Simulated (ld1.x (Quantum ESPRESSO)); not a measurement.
**iodine, TM: configuration errors across variants**

| Quantity | Value |
| --- | --- |
| Element | iodine (I) |
| Generator | ld1.x (Quantum ESPRESSO) 7.5 |
| Type | norm-conserving Troullier–Martins (Kleinman–Bylander form) |
| Functional | PBE |
| Relativity | fully relativistic |
| Frozen core | [Kr] 4d10 |
| Valence charge | 7 |
| Reference configuration | 5s2 5p5 |
| Partial waves | 5s (bound): rc 1.75 bohr; 5p (bound): rc 1.75 bohr; 5d channel at 0.4 Ry: rc 1.85 bohr |
| Local potential | all-electron potential smoothed inside 1.50 bohr (lloc = -1) |
| Core correction | a·sin(br)/r model core inside 1.05 bohr |

Open shells are filled in proportion to 2j + 1 (rel_dist='average').

All-electron excitation energies from the reference (eV): (1) 5s2 5p4 11.157; (2) 5s2 5p3 31.032; (3) 5s2 5p2 60.394; (4) 5s1 5p6 10.369; (5) 5s2 5p4.5 4.545; (6) 5s1 5p5 22.091; (7) 5s2 5p5.3 -1.791.

A true bound ghost makes a file unfit for plane-wave use even where its test errors are small: the radial tests pick states by their node count and pass the ghost by.

Errors AE − PS in meV (a dash: test not solved or not reliable):

```csv
change,(1),(2),(3),(4),(5),(6),(7),bound ghosts
base,+8.5,+37,+72,-0.4,+1.9,+25,+0.4,s
wave 5d channel at 0.4 Ry: rc 1.85 bohr becomes 5d channel at 0.4 Ry: rc 1.24 bohr,+8.5,+37,+72,-0.4,+1.9,+25,+0.4,"s, d3/2, d5/2"
wave 5d channel at 0.4 Ry: rc 1.85 bohr becomes 5d channel at 0.4 Ry: rc 1.42 bohr,+8.5,+37,+72,-0.4,+1.9,+25,+0.4,"d3/2, d5/2, s"
wave 5d channel at 0.4 Ry: rc 1.85 bohr becomes 5d channel at 0.4 Ry: rc 1.58 bohr,+8.5,+37,+72,-0.4,+1.9,+25,+0.4,"d3/2, d5/2, s"
wave 5d channel at 0.4 Ry: rc 1.85 bohr becomes 5d channel at 0.4 Ry: rc 1.94 bohr,+8.5,+37,+72,-0.4,+1.9,+25,+0.4,s
wave 5d channel at 0.4 Ry: rc 1.85 bohr becomes 5d channel at 0.4 Ry: rc 2.24 bohr,+8.5,+37,+72,-0.4,+1.9,+25,+0.4,s
wave 5d channel at 0.4 Ry: rc 1.85 bohr becomes 5d channel at 0.4 Ry: rc 2.34 bohr,+8.5,+37,+72,-0.4,+1.9,+25,+0.4,s
wave 5d channel at 0.4 Ry: rc 1.85 bohr becomes 5d channel at 0.4 Ry: rc 2.60 bohr,+8.5,+37,+72,-0.4,+1.9,+25,+0.4,s
wave 5d channel at 0.4 Ry: rc 1.85 bohr becomes 5d channel at 0.4 Ry: rc 2.78 bohr,+8.5,+37,+72,-0.4,+1.9,+25,+0.4,s
```

**Question.** Give the same row for: wave 5d channel at 0.4 Ry: rc 1.85 bohr becomes 5d channel at 0.4 Ry: rc 1.76 bohr.

**Answer.** +8.5, +37, +72, -0.4, +1.9, +25, +0.4; bound ghosts: d5/2, s.
